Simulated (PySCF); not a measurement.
CH₈GeSi, SMILES [CH2]([SiH3])[GeH3].

Geometry optimised at B3LYP-D3(BJ)/def2-SVP.

Computed with TDDFT-PBE/def2-SVPD run with PySCF 2.14.0.

Vertical excitations. Isolated molecule, no solvent. State labels are in the subgroup Cs.

Computed lowest excited states:
```
state  symmetry  energy (eV)  λ (nm)      f                          main pairs
-----  --------  -----------  ------  -----  ----------------------------------
S1           A'         6.94     179  0.002                      HOMO→LUMO 98 %
S2           A'         7.26     171  0.000                    HOMO−1→LUMO 99 %
S3           A'         7.44     167  0.236                    HOMO→LUMO+1 82 %
S4           A"         7.52     165  0.016                    HOMO−2→LUMO 98 %
S5           A"         7.59     163  0.000                    HOMO−3→LUMO 99 %
S6           A'         7.64     162  0.013                    HOMO→LUMO+2 84 %
S7           A'         7.68     162  0.043                  HOMO−1→LUMO+1 90 %
S8           A'         7.85     158  0.008  HOMO→LUMO+3 79 %, HOMO−4→LUMO 16 %
S9           A"         7.87     158  0.009                  HOMO−2→LUMO+1 86 %
S10          A'         7.94     156  0.155  HOMO−4→LUMO 65 %, HOMO→LUMO+3 16 %
T1           A'         6.65     186      0                      HOMO→LUMO 98 %
T2           A'         6.90     180      0                    HOMO→LUMO+1 88 %
T3           A'         7.00     177      0                    HOMO−1→LUMO 91 %
T4           A'         7.26     171      0                  HOMO−1→LUMO+1 86 %
```
Triplets are in the Tamm–Dancoff approximation, which puts them higher than full response would, so one can lie above its singlet here.
